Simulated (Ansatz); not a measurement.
A structure relaxed at PBE0-D4/def2-TZVP, charge 0, multiplicity 1:

```csv
atom,x (Å),y (Å),z (Å)
C1,1.437,-0.668,-1.414
O2,0.073,-0.373,-1.598
Si3,-1.033,-0.497,-0.373
N4,-1.116,-2.007,0.420
Si5,-0.480,1.064,1.291
N6,0.136,2.451,0.527
F7,0.588,0.322,2.260
H8,1.968,-0.437,-2.340
H9,1.881,-0.075,-0.603
H10,1.589,-1.727,-1.180
H11,-2.319,-0.239,-1.064
H12,-1.507,-2.835,0.002
H13,-0.544,-2.216,1.221
H14,-1.560,1.499,2.213
H15,0.618,2.403,-0.354
H16,0.266,3.335,0.990
```

Problem. Give its formula and SMILES.

Solution. CH9FN2OSi2, `CO[Si@@H](N)[Si@H](N)F`.

Problem. Point group (tolerance 0.08 Å, 0.16 Å for H)?

Solution. C1.

Problem. Summarise the bond lengths by kind.

Solution. 1 × C–O 1.408 Å; 3 × C–H 1.092 to 1.098 Å; 1 × O–Si 1.656 Å; 2 × N–Si 1.699 to 1.708 Å; 1 × Si–Si 2.347 Å; 2 × H–Si 1.482 to 1.486 Å; 4 × H–N 1.006 Å; 1 × F–Si 1.622 Å.

Program: Ansatz 0.2.0.
